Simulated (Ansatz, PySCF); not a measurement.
C₃H₉S, charge +1. Atoms are numbered in the order given.

```xyz
13

C     -1.4151    -0.8170    -0.2657
S      0.0000     0.0000     0.5219
C      0.0000     1.6340    -0.2657
C      1.4151    -0.8170    -0.2657
H     -1.3258    -0.7655    -1.3595
H     -2.3208    -0.3035     0.0853
H     -1.4233    -1.8581     0.0853
H      0.0000     1.5309    -1.3595
H      0.8975     2.1617     0.0853
H     -0.8975     2.1617     0.0853
H      1.3258    -0.7655    -1.3595
H      2.3208    -0.3035     0.0853
H      1.4233    -1.8581     0.0853
```
Charge +1, spin multiplicity 1.

Geometry: B3LYP-D3(BJ)/def2-SVP.

Vertical ionisation energy (IE) and electron affinity (EA) in eV. Rows of orbital energies are one-electron estimates. Where ΔSCF, EOM or ADC give a negative EA the extra electron is unbound and the value depends on the basis.

```
level                                                                         IE    EA
-------------------------------------------------------------------------  -----  ----
−ε(HOMO), −ε(LUMO), B3LYP/def2-TZVP (PySCF)                                14.02  5.00
−ε(HOMO), −ε(LUMO), PBE/def2-TZVP (PySCF)                                  12.95  5.82
ΔSCF, CAM-B3LYP/def2-TZVPD (Ansatz), final states of multiplicity 2 and 2  16.54  2.98
ΔSCF, PBE/def2-TZVPD (Ansatz), final states of multiplicity 2 and 2        16.19  3.22
```

Problem. What vertical singlet–triplet gap does ΔSCF give with CAM-B3LYP/def2-TZVPD (Ansatz, a quantum-chemistry and plane-wave program) and with PBE/def2-TZVPD (Ansatz)? (The exact figures need the calculation; the answer reports its results.)

Solution. 6.88 and 6.53 eV (triplet above singlet where positive).
